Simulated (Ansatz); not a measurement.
Al8P8H22, a nanocrystal cut from wurtzite AlP (hydrogen-capped), relaxed as a singlet with RKS r2SCAN-D4/def2-SVP in Ansatz, starting from the GFN2-xTB geometry. Force threshold 0.03 eV/Å.

Start:

Cartesian coordinates in Å:
```
Al -2.040 1.551 3.923
P 0.391 1.789 3.797
P -2.110 0.329 1.851
Al -1.416 1.521 -0.123
Al 1.913 0.871 2.158
P 1.027 1.596 0.053
P -1.820 0.272 -2.142
Al -1.454 1.438 -4.216
Al 2.206 0.817 -1.884
P 0.935 1.686 -3.748
Al -1.039 -1.810 2.095
P 1.334 -1.441 1.946
P -1.429 -2.853 -0.066
Al -0.727 -1.870 -2.173
Al 2.515 -2.672 0.219
P 1.600 -1.489 -1.695
H -2.658 2.968 3.820
H -2.304 0.603 5.126
H 0.759 3.119 3.921
H 0.929 1.420 5.019
H -3.424 -0.057 1.570
H -1.876 2.993 -0.177
H 3.352 1.277 2.513
H 1.148 2.988 0.041
H -3.161 -0.111 -2.041
H -2.078 2.856 -4.243
H -1.545 0.456 -5.418
H 3.682 1.218 -2.040
H 1.318 3.014 -3.849
H 1.644 1.291 -4.872
H -1.445 -2.719 3.266
H 1.741 -2.046 3.135
H -2.591 -3.604 -0.140
H -0.571 -3.942 0.012
H -0.964 -2.809 -3.368
H 4.036 -2.392 0.325
H 1.950 -4.129 0.197
H 2.172 -2.126 -2.796
```

```csv
step,energy (eV),largest force component (eV/Å),SCF passes
1,-127405.8061,0.900,18
2,-127406.2277,0.337,19
3,-127406.2858,0.246,18
4,-127406.3103,0.166,19
5,-127406.3237,0.034,19
6,-127406.3277,0.022,19
7,-127406.3290,0.084,19
8,-127406.3296,0.033,20
9,-127406.3302,0.004,21
```

Force components are those of the run's own axes.

End:

```xyz
38

Al   -1.942    1.499    3.856
P     0.501    1.840    3.798
P    -2.094    0.205    1.809
Al   -1.515    1.488   -0.130
Al    1.900    0.918    2.057
P     0.889    1.728    0.041
P    -1.812    0.151   -2.096
Al   -1.364    1.389   -4.134
Al    2.178    0.866   -1.787
P     1.045    1.739   -3.735
Al   -0.992   -1.894    2.068
P     1.349   -1.399    1.969
P    -1.424   -2.973   -0.062
Al   -0.688   -1.951   -2.137
Al    2.505   -2.641    0.217
P     1.615   -1.450   -1.716
H    -2.604    2.933    3.663
H    -2.220    0.558    5.111
H     0.797    3.228    3.867
H     1.069    1.445    5.039
H    -3.477   -0.102    1.660
H    -2.240    2.897   -0.201
H     3.434    1.279    2.237
H     1.137    3.130    0.039
H    -3.203   -0.154   -2.140
H    -2.046    2.826   -4.080
H    -1.459    0.413   -5.390
H     3.722    1.224   -1.754
H     1.349    3.125   -3.795
H     1.786    1.314   -4.870
H    -1.451   -2.793    3.291
H     1.858   -1.940    3.183
H    -2.831   -3.148   -0.161
H    -1.029   -4.336   -0.015
H    -0.969   -2.885   -3.388
H     4.074   -2.399    0.327
H     1.860   -4.106    0.190
H     2.293   -2.022   -2.830
```

By distances, no bond broke or formed. The bond that changes most is Al9–H28, from 1.54 to 1.59 Å (atoms count from 1).

The force fell under the threshold at step 6, but the optimiser went on and released 0.002 eV more. No frequencies were taken in this run, so the end may be a saddle point.

It took 41 s on 2 threads of AMD EPYC 7R13 on a shared host and a share (18 GiB) of an NVIDIA H100 80GB HBM3, peak host memory 1.1 GiB.
